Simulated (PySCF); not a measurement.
## Relaxation of singlet MnO₃⁺

Method: PBE/[Mn def2-TZVP, O def2-TZVP], no relativity, density fitting, PySCF. A (50,194) grid was used.

A hand-made trigonal pyramidal start, of C3v symmetry, held to at least that symmetry:

Coordinates in bohr (charge 1 multiplicity 1):
```
Mn    0.0000    0.0000   -0.6566
O     2.6490    0.0000    0.7518
O    -1.3245    2.2941    0.7518
O    -1.3245   -2.2941    0.7518
```

Optimiser trace:
```csv
step,E − E(last) (kJ/mol),largest gradient (Eh/bohr)
0,53.87,0.09530
1,2.84,0.02413
2,0.24,0.00477
3,0.01,0.00071
4,0.00,0.00006
```

It ends at C3v with Mn–O 1.562 Å (×3); O–Mn–O 110.6° (×3) (after a last refinement on a finer grid). A frequency run shows a minimum. Other isomers or separated fragments may lie lower.

Final geometry:
```xyz
4
charge 1 multiplicity 1, angstrom
Mn    0.0000    0.0000   -0.2284
O     1.4827    0.0000    0.2632
O    -0.7414    1.2841    0.2632
O    -0.7414   -1.2841    0.2632
```
